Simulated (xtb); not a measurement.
Harmonic IR lines of one isomer of C$_{3}$H$_{4}$S$_{3}$, unscaled. Computed with GFN2-xTB (xtb).

| wavenumber (cm⁻¹) | relative intensity |
|---|---|
| 51 | 3.6 |
| 241 | 25 |
| 280 | 4.2 |
| 605 | 8.6 |
| 645 | 11 |
| 719 | 27 |
| 831 | 12 |
| 918 | 7.0 |
| 973 | 72 |
| 1111 | 5.2 |
| 1189 | 18 |
| 1223 | 3.7 |
| 1298 | 100 |
| 1429 | 10 |
| 2425 | 65 |

Question: Identify which structure gives these lines.
A. `S=CC(=S)CS`
B. `S=C1C[C@@H](S)S1`
C. `S=CCSC=S`
D. `C=CC1SSS1`

Answer: B, `S=C1C[C@@H](S)S1`
